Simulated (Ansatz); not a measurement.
AlFH₅NSi, SMILES `[NH2][Al]([F])[SiH3]`, relaxed with RKS PBE-D4/def2-SVP in the Gaussian-basis code of Ansatz from a rough embedded geometry. The force threshold is 0.03 eV/Å; the program also tests the step.

Charge 0, multiplicity 1.

Start:

```xyz
9

N     1.500    1.290   -0.765
Al    0.613   -0.341   -0.681
F     1.161   -1.662   -1.725
Si   -1.166   -0.694    0.721
H     1.814    1.558    0.222
H     0.789    2.072   -0.970
H    -2.264    0.274    0.410
H    -1.685   -2.044    0.599
H    -0.761   -0.456    2.189
```

Task: By how much does the energy fall, and how many steps does the optimiser take? (Best estimate.)

Result: Computed: 76.81 kJ/mol, in 26 steps, 1 of them rejected.

Task: Which bonds change most? (Best estimate.)

Result: The calculation gave: Al2–Si4 from 2.292 to 2.439 Å; Al2–F3 from 1.771 to 1.686 Å; N1–Al2 from 1.859 to 1.779 Å; Si4–H8 from 1.451 to 1.509 Å.

Task: Give the relaxed structure. (Estimate.)

Result: Ansatz gave: 
```xyz
9

N     1.544    1.209   -0.523
Al    0.368   -0.091   -0.824
F     0.428   -0.835   -2.336
Si   -1.273   -0.776    0.845
H     1.609    1.736    0.352
H     2.248    1.541   -1.186
H    -2.686   -0.562    0.361
H    -1.132   -2.237    1.193
H    -1.105    0.016    2.118
```
